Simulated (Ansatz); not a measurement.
C4H7Cl3Si2, SMILES `C=C[SiH](Cl)/C=C\[SiH](Cl)Cl`. Charge 0, multiplicity 1. The structure was optimised at the PBE0-D4/def2-TZVP level. It is one conformer, not always the lowest.

```xyz
16

C    -1.363   -1.440   -0.889
C    -1.133   -0.340   -1.602
Si   -0.752    1.307   -0.847
Cl    0.894    2.111   -1.800
C    -0.441    1.178    0.990
C     0.508    0.471    1.612
Si    1.821   -0.574    0.826
Cl    1.546   -2.508    1.449
Cl    3.638    0.070    1.508
H    -1.601   -2.390   -1.359
H    -1.321   -1.443    0.196
H    -1.188   -0.401   -2.688
H    -1.856    2.272   -1.069
H    -1.132    1.747    1.615
H     0.546    0.499    2.702
H     1.833   -0.559   -0.644
```

(1) What is the dipole moment at B3LYP/def2-TZVPP? (An estimate is asked.)

(2) And with PBE, r2SCAN, ωB97M-V? (Estimate.)

(3) Give the Mulliken charges with B3LYP, r2SCAN, PBE in def2-TZVPP. (Best estimate.)

## Answers

(1) Ansatz gave: 2.46 D, with components (-2.44, -0.26, 0.27) D in this frame, pointing from negative to positive charge.

(2) The calculation gave: PBE 2.35 D, r2SCAN 2.45 D, ωB97M-V 2.46 D.

(3) Ansatz gave: 
```json
{"atom": "C1", "B3LYP": "-0.18", "r2SCAN": "-0.12", "PBE": "-0.15"}
{"atom": "C2", "B3LYP": "-0.21", "r2SCAN": "-0.21", "PBE": "-0.18"}
{"atom": "Si3", "B3LYP": "0.51", "r2SCAN": "0.55", "PBE": "0.41"}
{"atom": "Cl4", "B3LYP": "-0.26", "r2SCAN": "-0.27", "PBE": "-0.23"}
{"atom": "C5", "B3LYP": "-0.19", "r2SCAN": "-0.19", "PBE": "-0.16"}
{"atom": "C6", "B3LYP": "-0.20", "r2SCAN": "-0.19", "PBE": "-0.16"}
{"atom": "Si7", "B3LYP": "0.56", "r2SCAN": "0.59", "PBE": "0.47"}
{"atom": "Cl8", "B3LYP": "-0.24", "r2SCAN": "-0.24", "PBE": "-0.21"}
{"atom": "Cl9", "B3LYP": "-0.22", "r2SCAN": "-0.22", "PBE": "-0.19"}
{"atom": "H10", "B3LYP": "0.12", "r2SCAN": "0.09", "PBE": "0.10"}
{"atom": "H11", "B3LYP": "0.11", "r2SCAN": "0.09", "PBE": "0.09"}
{"atom": "H12", "B3LYP": "0.10", "r2SCAN": "0.08", "PBE": "0.09"}
{"atom": "H13", "B3LYP": "-0.08", "r2SCAN": "-0.09", "PBE": "-0.07"}
{"atom": "H14", "B3LYP": "0.12", "r2SCAN": "0.09", "PBE": "0.11"}
{"atom": "H15", "B3LYP": "0.11", "r2SCAN": "0.08", "PBE": "0.10"}
{"atom": "H16", "B3LYP": "-0.04", "r2SCAN": "-0.04", "PBE": "-0.04"}
```

B3LYP here is the variant with VWN-RPA as its local correlation; programs differ in this.
